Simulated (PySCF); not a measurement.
Bi⁺ (bismuth, charge +1) across methods

[Xe] 4f14 5d10 6s1 6p3, high-spin 5S determinant (an excited configuration). Computed with PySCF 2.14 in aug-cc-pwCVDZ-PP with ECP60MDF, with a scalar-relativistic core potential.

```csv
method,E (hartree),mean ε 5d β (eV),mean ε 6s α (eV),mean ε 6p α (eV),Σ⟨r²⟩ (bohr²),⟨S²⟩
wB97X-V,-213.9542,-41.069,-28.769,-16.407,55.22,6.003
HSE06,-213.9885,-38.056,-25.541,-13.904,55.23,6.003
PBE,-214.0002,-36.007,-24.043,-13.186,55.28,6.002
r2SCAN,-214.0963,-36.684,-24.894,-13.619,54.93,6.005
MN15,-213.5482,-38.503,-27.425,-15.030,54.85,6.003
PBE0,-213.9948,-38.456,-26.036,-14.343,55.11,6.003
UHF,-213.05913,-44.755,-31.103,-17.247,55.56,6.008
wB97X,-213.9968,-40.977,-28.639,-16.272,55.08,6.002
LDA,-213.6691,-36.122,-24.259,-13.290,55.38,6.002
```

Energies and moments cover only the electrons outside the core potential. Spin-orbit coupling, which splits the p, d and f shells strongly at this Z, is absent. Spin-orbit coupling is strong in this species (close to jj coupling), so the high-spin LS determinant is a model state, not a physical level.
